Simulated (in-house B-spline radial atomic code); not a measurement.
Radial electron density of the chlorine ion Cl³⁺, 1s1 2s2 2p6 3s2 3p3. Level of theory: Dirac-Kohn-Sham PBE0, spherical fractional occupations, Fermi nucleus of rms radius 3.3654 fm; calculated with a B-spline radial code for spherical atoms.

Caution: exact exchange at fractional occupations of open shells leaves self-interaction of up to several eV.

Columns: r (bohr), 4πr²n(r) (electrons per bohr), bar.

```
 0.00487   0.4799 #
 0.00581   0.6597 #
 0.00694   0.9032 ##
 0.00828    1.225 ###
 0.00989     1.65 ####
  0.0118    2.195 #####
  0.0141     2.89 ######
  0.0168    3.733 ########
  0.0201    4.764 ##########
   0.024    5.935 #############
  0.0287    7.223 ###############
  0.0343    8.525 ##################
  0.0409    9.705 #####################
  0.0489    10.64 #######################
  0.0583    11.17 ########################
  0.0697    11.25 ########################
  0.0832    10.94 #######################
  0.0994    10.54 ######################
   0.119    10.54 ######################
   0.142    11.42 ########################
   0.169    13.41 ############################
   0.202    16.33 ###################################
   0.241    19.19 #########################################
   0.288    20.74 ############################################
   0.344     19.9 ##########################################
   0.411    16.56 ###################################
   0.491    11.81 #########################
   0.586    7.417 ################
     0.7    4.737 ##########
   0.836    4.022 #########
   0.998    4.357 #########
    1.19    4.517 ##########
    1.42    3.867 ########
     1.7    2.586 #####
    2.03    1.336 ###
    2.42   0.5266 #
    2.89   0.1506 
    3.46   0.0291 
    4.13 0.003751 
    4.93 0.0002927
```

On this grid the curve has 3 maxima, near 0.0697, 0.288, 1.19 bohr.

The 3p1/2 radial function P(r) = rR(r), positive near the nucleus, with its small component Q(r) (sign convention: Q ≈ (P' + κP/r)/2c):

```tsv
r (bohr)	P	Q
0.00407	0.001161	0.002637
0.00581	0.002224	0.003681
0.00828	0.004273	0.005086
0.0118	0.008209	0.006943
0.0168	0.01564	0.009309
0.024	0.0296	0.01221
0.0343	0.0548	0.01545
0.0489	0.09764	0.01855
0.0697	0.1654	0.02065
0.0994	0.2607	0.02053
0.142	0.3703	0.01699
0.202	0.4467	0.009878
0.288	0.4094	0.0007035
0.411	0.1749	-0.007039
0.586	-0.252	-0.01002
0.836	-0.707	-0.007736
1.19	-0.9166	-0.002911
1.7	-0.7305	0.0005103
2.42	-0.3512	0.0009915
3.46	-0.08829	0.0003701
4.93	-0.009315	4.741e-05
```
